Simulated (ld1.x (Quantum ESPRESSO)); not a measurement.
# mercury (Hg): variants of one TM potential

Base potential:

* Element: mercury (Hg)
* Generator: ld1.x (Quantum ESPRESSO) 7.5
* Type: norm-conserving Troullier–Martins (Kleinman–Bylander form)
* Functional: BP86
* Relativity: scalar-relativistic
* Frozen core: [Xe] 4f14
* Valence charge: 12
* Reference configuration: 5d10 6s1.5 6p0.5
* Partial waves: 6p (bound): rc 2.25 bohr; 5d (bound): rc 1.60 bohr; 6s (bound): rc 1.80 bohr
* Local potential: the s channel
* Core correction: a·sin(br)/r model core inside 1.50 bohr

Cutoffs, loose and tight: the cutoffs (Ry, on a coarse ladder) from which the occupation-weighted sum of valence levels, in a spherical-Bessel basis at the reference potential, stays within 10 and 1 mRy of its value at 400 Ry. They do not see the model core or the augmentation charge, which bear on the density cutoff. Test errors are all-electron minus pseudo excitation energies from the reference, over the configurations 5d10 6s2 6p0; 5d10 6s1 6p0; 5d10 6s0 6p0; 5d10 6s1 6p1; 5d8 6s0 6p0; 5d9 6s2 6p1; 5d10 6s1.5 6p0. A dash means not determined; rows that change the core or the reference have their own tests. The largest error is taken over the tests solved by every variant that gives reliable tests at all: 5d10 6s0 6p0; 5d10 6s1 6p0; 5d10 6s1 6p1; 5d10 6s1.5 6p0; 5d10 6s2 6p0; 5d8 6s0 6p0.

A true bound ghost makes a file unfit for plane-wave use even where its test errors are small: the radial tests pick states by their node count and pass the ghost by. Where a test does run into it, the solver fails or the error is huge.

| change | outcome | cutoff, loose | cutoff, tight | bound ghosts | largest test error (meV) |
| --- | --- | --- | --- | --- | --- |
| base | generated | 50 Ry | 80 Ry | none | -513 |
| all radii but the core radius scaled by about 1.11 (s 2.00, p 2.50, d 1.78 bohr) | generated | 50 Ry | 80 Ry | none | -517 |
| all radii but the core radius scaled by about 1.27 (s 2.28, p 2.86, d 2.04 bohr) | generated | 45 Ry | 70 Ry | none | -513 |
| all radii but the core radius scaled by about 1.33 (s 2.40, p 3.00, d 2.14 bohr) | generated | 45 Ry | 70 Ry | none | -519 |

Problem. What comes out with this change to the base: all radii but the core radius scaled by about 0.90 (s 1.60, p 2.02, d 1.44 bohr)?

Solution. outcome: generated; cutoff, loose: 50 Ry; cutoff, tight: 120 Ry; bound ghosts: p; largest test error (meV): -506.

Problem. What comes out with this change to the base: all radii but the core radius scaled by about 0.76 (s 1.38, p 1.72, d 1.22 bohr)?

Solution. outcome: generated; cutoff, loose: 110 Ry; cutoff, tight: 300 Ry; bound ghosts: p, s (extra level of the local part); largest test error (meV): -502.

Reading the sweep of the scale of all radii but the core radius (base = 1) (base included, trends over the rows without a ghost): The loose cutoff stays near 45 Ry. The median size of the test errors (rows with all tests solved) stays near 7.3 meV. Bound ghosts are found at 0.76, 0.9.
